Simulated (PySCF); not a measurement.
## How methods differ on the ionisation energy of Bi²⁺

Bi²⁺ [Xe] 4f14 5d10 6s2 6p1 (2P) → Bi³⁺ [Xe] 4f14 5d10 6s2 (1S), as a difference of total energies. Computed with PySCF 2.14 in x2c-QZVPPall (16s10p9d6f1g, 142 functions), with scalar relativity by spin-free X2C-1e. The calculations carry no spin-orbit coupling.

| method | ionisation energy (eV) |
| --- | --- |
| UHF | 23.082 |
| BHandHLYP | 23.692 |
| BP86 | 23.817 |

The reference lies between the lowest fine-structure levels, while these numbers refer to the centres of the terms.

For comparison: 25.571 eV (measured; NIST Atomic Spectra Database, ionization energies).
